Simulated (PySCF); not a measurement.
B3LYP has the VWN-RPA correlation part, as in Gaussian. 

[Hf(Cl)3(OH)] (charge 0, multiplicity 1)

Computed with PySCF 2.14.0 with B3LYP-D3(BJ)/def2-TZVP // BP86-D3(BJ)/def2-SVP.

| Quantity | Value |
|---|---|
| HOMO | -9.01 eV |
| dipole moment | 2.87 D |
| HOMO–LUMO gap | 7.26 eV |
| LUMO | -1.75 eV |
| charge on the central atom (Mulliken) | 1.35 e |
| total energy | -1504.9189 Ha |
| cost | very roughly 100 core-seconds |

```xyz
6

Hf     0.0001     0.0465     0.0422
Cl    -0.2593    -2.2747    -0.2635
Cl     0.9887     0.4712     2.1370
Cl    -2.1002     1.1067    -0.0716
O      1.1255     0.7345    -1.3247
H      1.6991     1.0851    -2.0204
```
Charge 0, spin multiplicity 1.
